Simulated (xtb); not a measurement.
H6PSi2 (SMILES [SiH3][P][SiH3]), doublet, geometry from GFN2-xTB; xtb with GFN2-xTB with ALPB(ch2cl2).

Input for xtb:
```
$ xtb mol.xyz --gfn 2 --uhf 1 --alpb ch2cl2 --json

# file mol.xyz
9

Si     1.71516953    -0.02407226     0.40586516
P     -0.01171265    -0.32688551    -0.96401839
Si    -1.70604912     0.27861140     0.34479646
H      2.90877293    -0.43611419    -0.32837985
H      1.82873691     1.38396675     0.79412636
H      1.57325971    -0.83041285     1.62069765
H     -1.80072187    -0.60210178     1.51167243
H     -2.91838096     0.16796599    -0.46241631
H     -1.54366261     1.65643084     0.81531288
```

### Question
What does xtb print? Leave out banner, timings and long lists.

### Answer

```
   ID    Z sym.   atoms
    1   14 Si     1, 3
    2   15 P      2
    3    1 H      4-9

           -------------------------------------------------
          |                Calculation Setup                |
           -------------------------------------------------

           -------------------------------------------------
          |                 G F N 2 - x T B                 |
           -------------------------------------------------

      * Solvation model:               ALPB
        Solvent                        ch2cl2
        Parameter file                 internal GFN2-xTB/ALPB
        Dielectric constant                8.9300E+00
        Reference state                gsolv [1 M gas/solution]
        Free energy shift                  4.1487E-03 Eh       2.6033E+00 kcal/mol
        Temperature                        2.9815E+02 K
        Density                            1.3300E+00 kg/L
        Solvent mass                       8.4930E+01 g/mol
        Interaction kernel             P16
        Born radius scaling (c1)           1.5691E+00
        Born radii integrator          GBOBC
        Born offset                        0.0000E+00 a0       0.0000E+00 AA
        H-bond correction              false
        Ion screening                  false
        Surface tension                    1.0000E-05 Eh       1.5569E+01 dyn/cm
        Grid points                               230 per atom

          ...................................................
          :                      SETUP                      :
          :.................................................:
          :  # basis functions                  36          :
          :  # atomic orbitals                  33          :
          :  # shells                           15          :
          :  # electrons                        19          :
          :  max. iterations                   250          :
          :  Hamiltonian                  GFN2-xTB          :
          :  restarted?                      false          :
          :  GBSA solvation                   true          :
          :  PC potential                    false          :
          :  electronic temp.          300.0000000     K    :
          :  accuracy                    1.0000000          :
          :  -> integral cutoff          0.2500000E+02      :
          :  -> integral neglect         0.1000000E-07      :
          :  -> SCF convergence          0.1000000E-05 Eh   :
          :  -> wf. convergence          0.1000000E-03 e    :
          :  Broyden damping             0.4000000          :
          :  net charge                          0          :
          :  unpaired electrons                  1          :
          ...................................................

 iter      E             dE          RMSdq      gap      omega  full diag
   1     -8.9146492 -0.891465E+01  0.939E+00    4.86       0.0  T
   2     -9.0756249 -0.160976E+00  0.338E+00    3.75       1.0  T
   3     -9.0769901 -0.136515E-02  0.197E+00    3.97       1.0  T
   4     -9.0774308 -0.440686E-03  0.547E-01    3.93       1.0  T
   5     -9.0774961 -0.653104E-04  0.382E-01    3.99       1.0  T
   6     -9.0776035 -0.107431E-03  0.117E-01    3.94       1.0  T
   7     -9.0776270 -0.235205E-04  0.550E-02    3.95       1.0  T
   8     -9.0776301 -0.310168E-05  0.177E-02    3.95       1.9  T
   9     -9.0776301  0.838604E-08  0.781E-03    3.95       4.3  T
  10     -9.0776303 -0.167536E-06  0.127E-03    3.95      26.2  T
  11     -9.0776303  0.160449E-08  0.857E-04    3.95      38.9  T
  12     -9.0776303 -0.188233E-08  0.219E-04    3.95     152.0  T

   *** convergence criteria satisfied after 12 iterations ***

         :::::::::::::::::::::::::::::::::::::::::::::::::::::
         ::                     SUMMARY                     ::
         :::::::::::::::::::::::::::::::::::::::::::::::::::::
         :: total energy              -9.005894850227 Eh    ::
         :: total w/o Gsasa/hb        -9.001913513373 Eh    ::
         :: gradient norm              0.003275079118 Eh/a0 ::
         :: HOMO-LUMO gap              3.947995608198 eV    ::
         ::.................................................::
         :: SCC energy                -9.077627101484 Eh    ::
         :: -> isotropic ES            0.026086049555 Eh    ::
         :: -> anisotropic ES          0.000953458980 Eh    ::
         :: -> anisotropic XC          0.005779577710 Eh    ::
         :: -> dispersion             -0.006403522724 Eh    ::
         :: -> Gsolv                  -0.004857165597 Eh    ::
         ::    -> Gelec               -0.000875828743 Eh    ::
         ::    -> Gsasa               -0.008130034215 Eh    ::
         ::    -> Ghb                  0.000000000000 Eh    ::
         ::    -> Gshift               0.004148697361 Eh    ::
         :: repulsion energy           0.071732251257 Eh    ::
         :: add. restraining           0.000000000000 Eh    ::
         :: total charge               0.000000000000 e     ::
         :::::::::::::::::::::::::::::::::::::::::::::::::::::

           -------------------------------------------------
          |                Property Printout                |
           -------------------------------------------------

    * Orbital Energies and Occupations

         #    Occupation            Energy/Eh            Energy/eV
      -------------------------------------------------------------
         1        2.0000           -0.7463162             -20.3083
         2        2.0000           -0.7103314             -19.3291
         3        2.0000           -0.6048155             -16.4579
         4        2.0000           -0.4438008             -12.0764
         5        2.0000           -0.4423742             -12.0376
         6        2.0000           -0.4405057             -11.9868
         7        2.0000           -0.4389303             -11.9439
         8        2.0000           -0.3984515             -10.8424
         9        2.0000           -0.3781788             -10.2908
        10        1.0000           -0.3491487              -9.5008 (HOMO)
        11                         -0.2040625              -5.5528 (LUMO)
        12                         -0.2019069              -5.4942
        13                         -0.1946938              -5.2979
        14                         -0.1915191              -5.2115
        15                         -0.1780287              -4.8444
        16                         -0.1693431              -4.6081
        17                         -0.1183772              -3.2212
        18                         -0.0954060              -2.5961
        19                         -0.0933999              -2.5415
        20                         -0.0772337              -2.1016
        21                         -0.0421790              -1.1477
       ...                                ...                  ...
        33                          1.0456625              28.4539
      -------------------------------------------------------------
                  HL-Gap            0.1450862 Eh            3.9480 eV
             Fermi-level           -0.3201347 Eh           -8.7113 eV

     #   Z          covCN         q      C6AA      α(0)
     1  14 Si       3.690     0.452    98.415    19.003
     2  15 P        1.859    -0.411   201.550    26.819
     3  14 Si       3.690     0.452    98.415    19.003
     4   1 H        0.919    -0.084     5.025     3.506
     5   1 H        0.918    -0.082     4.962     3.484
     6   1 H        0.918    -0.081     4.953     3.481
     7   1 H        0.918    -0.082     4.962     3.484
     8   1 H        0.919    -0.084     5.025     3.506
     9   1 H        0.918    -0.081     4.953     3.481

 Mol. C6AA /au·bohr⁶  :       2232.964509
 Mol. C8AA /au·bohr⁸  :     101931.951069
 Mol. α(0) /au        :         85.765779

Wiberg/Mayer (AO) data.
largest (>0.10) Wiberg bond orders for each atom

 ---------------------------------------------------------------------------
     #   Z sym  total        # sym  WBO       # sym  WBO       # sym  WBO
 ---------------------------------------------------------------------------
     1  14 Si   3.707 --     2 P    1.018     4 H    0.888     6 H    0.881
                             5 H    0.881
     2  15 P    2.317 --     1 Si   1.018     3 Si   1.018
     3  14 Si   3.707 --     2 P    1.018     8 H    0.888     9 H    0.881
                             7 H    0.881
     4   1 H    0.993 --     1 Si   0.888
     5   1 H    0.993 --     1 Si   0.881
     6   1 H    0.993 --     1 Si   0.881
     7   1 H    0.993 --     3 Si   0.881
     8   1 H    0.993 --     3 Si   0.888
     9   1 H    0.993 --     3 Si   0.881
 ---------------------------------------------------------------------------

Topologies differ in total number of bonds
Writing topology from bond orders to xtbtopo.mol

molecular dipole:
                 x           y           z       tot (Debye)
 q only:        0.010       0.266       0.785
   full:        0.009       0.241       0.710       1.906
molecular quadrupole (traceless):
                xx          xy          yy          xz          yz          zz
 q only:        3.325      -0.368      -0.875       0.052      -0.598      -2.450
  q+dip:        0.989       0.011       0.957      -0.044      -1.113      -1.946
   full:        1.807      -0.008       1.321      -0.064      -1.705      -3.128

           -------------------------------------------------
          | TOTAL ENERGY               -9.005894850227 Eh   |
          | GRADIENT NORM               0.003275079118 Eh/α |
          | HOMO-LUMO GAP               3.947995608198 eV   |
           -------------------------------------------------

normal termination of xtb
```
